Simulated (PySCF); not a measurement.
**Excitation energy of Al by level of theory**

Al [Ne] 3s2 3p1 (2P) → Al [Ne] 3s1 3p2 (4P), as a difference of total energies. Calculation: PySCF 2.14, in dyall-acv3z; the non-relativistic Hamiltonian (point nucleus). Correlated levels: valence: [Ne] frozen; virtual orbitals above 40 to 60 times the deepest correlated orbital energy dropped. The calculations carry no spin-orbit coupling.

| method | excitation energy (eV) | error (eV) |
| --- | --- | --- |
| UHF | 2.387 | -1.211 |
| MP2 (valence) | 3.145 | -0.453 |
| SCS-MP2 (valence) | 3.456 | -0.142 |
| CCSD (valence) | 3.401 | -0.197 |
| CCSD(T) (valence) | 3.431 | -0.167 |

Reference: 3.598 eV (measured; NIST levels, between the centres of gravity of the two terms).

Errors of the correlated levels include the incompleteness of this basis and the frozen core.
